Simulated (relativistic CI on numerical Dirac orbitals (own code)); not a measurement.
Cr5+: resonant inelastic scattering at the L2,3 edge

Computed with this model: Dirac-Coulomb-Breit CI, KLI orbitals optimised for each configuration, a model potential for QED, valence Slater integrals scaled by 0.7, Kramers-Heisenberg scattering through one core-hole configuration in a parametric crystal field; configurations [Ar] 3d → [He] 2s2 2p5 3s2 3p6 3d2; 300 K; core-hole width 0.24 eV; summed over polarisations. Incident energies are the highest absorption maxima for each field (at most a few, so the weaker spin-orbit partner edge can be absent), on the computed scale of the free ion. Intensities are in per cent of the strongest line above 0.02 eV; levels within 1 cm⁻¹ are merged; final levels count from the ground level, the first row holds all elastic scattering, lines under 0.4 are left out and each table stops after 24 rows. The scale of the Slater integrals is a model choice and moves the terms in proportion.

Field parameters in Wybourne normalisation: D4h B²₀ = −7Ds, B⁴₀ = 21(Dq − Dt), B⁴₄ = 21√(5/14) Dq. The field is a parameter set, without covalency.

S is read from ⟨S²⟩ = S(S + 1).

D4h, 10Dq = 25550, Ds = -1500, Dt = 260 cm⁻¹:

```
Final level (eV)  Degeneracy  Irrep     S  589.4 eV  596.3 eV  597.6 eV
           0.000           2     Γ7  0.50     467.9     248.2     779.7
           0.698           2     Γ6  0.50      29.0     100.0      49.8
           0.744           2     Γ7  0.50      84.4      62.0      41.2
           3.171           2     Γ7  0.50      13.1      67.8      28.7
           3.754           2     Γ6  0.50      15.9      10.6      45.0
```

D4h, 10Dq = 25550, Ds = -860, Dt = 260 cm⁻¹:

```
Final level (eV)  Degeneracy  Irrep     S  589.6 eV  596.1 eV  597.6 eV
           0.000           2     Γ7  0.50     356.8     139.5     514.8
           0.460           2     Γ6  0.50      62.1     100.0      63.2
           0.508           2     Γ7  0.50      24.8      48.3      89.1
           3.171           2     Γ7  0.50       9.1      33.4      38.6
           3.437           2     Γ6  0.50      24.7      11.8      29.9
```

D4h, 10Dq = 25550, Ds = -210, Dt = 260 cm⁻¹:

| Final level (eV) | Degeneracy | Irrep | S | 589.7 eV | 597.5 eV | 597.9 eV |
| --- | --- | --- | --- | --- | --- | --- |
| 0.000 | 2 | Γ7 | 0.50 | 391.9 | 252.4 | 205.4 |
| 0.220 | 2 | Γ6 | 0.50 | 71.0 | 60.6 | 23.8 |
| 0.270 | 2 | Γ7 | 0.50 | 30.0 | 55.5 | 100.0 |
| 3.116 | 2 | Γ6 | 0.50 | 31.8 | 23.2 | 24.4 |
| 3.173 | 2 | Γ7 | 0.50 | 21.1 | 29.5 | 22.0 |

For the first field the strongest loss at the lowest incident energy is the level at 0.74 eV (S = 0.50, against 0.50 in the thermal ground state).
